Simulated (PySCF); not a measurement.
## Computed vibrations of [Eu(NH2)3]−

[Eu(NH2)3]− (singlet in the valence; each metal's 4f electrons, 7 of them, lie in its core potential, out of spins and levels). PySCF 2.14.0, RKS PBE0, Eu lcecp-0-SVP with ECP53, N def2-SVP, H def2-SVP; non-relativistic Hamiltonian with scalar-relativistic core potentials where named; density fitting; no spin-orbit coupling. Central differences of gradients.

```xyz
10

Eu    0.0000    0.0000    0.0000
N     2.4536    0.0000    0.0000
H     3.0965    0.0000    0.7986
H     3.0965    0.0000   -0.7986
N    -1.2268    2.1249    0.0000
H    -1.5483    2.6816    0.7986
H    -1.5483    2.6816   -0.7986
N    -1.2268   -2.1249    0.0000
H    -1.5482   -2.6817    0.7986
H    -1.5482   -2.6817   -0.7986
```

Run from Python with OMP_NUM_THREADS=2. Where DIIS fails, smearing, a level shift and second-order steps follow.
It took 52 s on 2 threads of AMD EPYC 7R43 64-Core Processor (Zen 3) (shared host).

Q: What are the harmonic wavenumbers and infrared intensities?

A: Modes are labelled in D3h; negative numbers are unstable modes, those under 60 cm⁻¹ near the noise; a finer grid moves soft modes by up to 10 cm⁻¹.
```json
{"cm⁻¹": "-322", "km/mol": "–", "symmetry": "e''"}
{"cm⁻¹": "-322", "km/mol": "–", "symmetry": "e''"}
{"cm⁻¹": "-302", "km/mol": "–", "symmetry": "a1''"}
{"cm⁻¹": "56", "km/mol": "39.9", "symmetry": "a2''"}
{"cm⁻¹": "87", "km/mol": "1.6", "symmetry": "e'"}
{"cm⁻¹": "87", "km/mol": "1.6", "symmetry": "e'"}
{"cm⁻¹": "227", "km/mol": "0.0", "symmetry": "e''"}
{"cm⁻¹": "227", "km/mol": "0.0", "symmetry": "e''"}
{"cm⁻¹": "245", "km/mol": "0.0", "symmetry": "a2'"}
{"cm⁻¹": "252", "km/mol": "191.0", "symmetry": "a2''"}
{"cm⁻¹": "290", "km/mol": "221.6", "symmetry": "e'"}
{"cm⁻¹": "290", "km/mol": "221.6", "symmetry": "e'"}
{"cm⁻¹": "358", "km/mol": "102.2", "symmetry": "e'"}
{"cm⁻¹": "358", "km/mol": "102.2", "symmetry": "e'"}
{"cm⁻¹": "384", "km/mol": "0.0", "symmetry": "a1'"}
{"cm⁻¹": "1534", "km/mol": "1.1", "symmetry": "e'"}
{"cm⁻¹": "1534", "km/mol": "1.1", "symmetry": "e'"}
{"cm⁻¹": "1538", "km/mol": "0.0", "symmetry": "a1'"}
{"cm⁻¹": "3458", "km/mol": "66.6", "symmetry": "e'"}
{"cm⁻¹": "3458", "km/mol": "66.6", "symmetry": "e'"}
{"cm⁻¹": "3460", "km/mol": "0.0", "symmetry": "a1'"}
{"cm⁻¹": "3533", "km/mol": "0.0", "symmetry": "e''"}
{"cm⁻¹": "3533", "km/mol": "0.0", "symmetry": "e''"}
{"cm⁻¹": "3534", "km/mol": "82.1", "symmetry": "a2''"}
```

Q: Is this a minimum?

A: No: 3 unstable; the lowest moves the atoms so:
```
Eu   0.00  0.00  0.00
N    0.00  0.00 -0.02
H   -0.03 -0.28  0.00
H    0.03  0.28  0.00
N    0.00  0.00  0.00
H   -0.50 -0.29  0.00
H    0.50  0.29  0.00
N    0.00  0.00  0.02
H   -0.27  0.12  0.00
H    0.27 -0.12  0.00
```

An lcecp potential fixes the number of 4f electrons, so in runs with it no electron can move into or out of that shell.
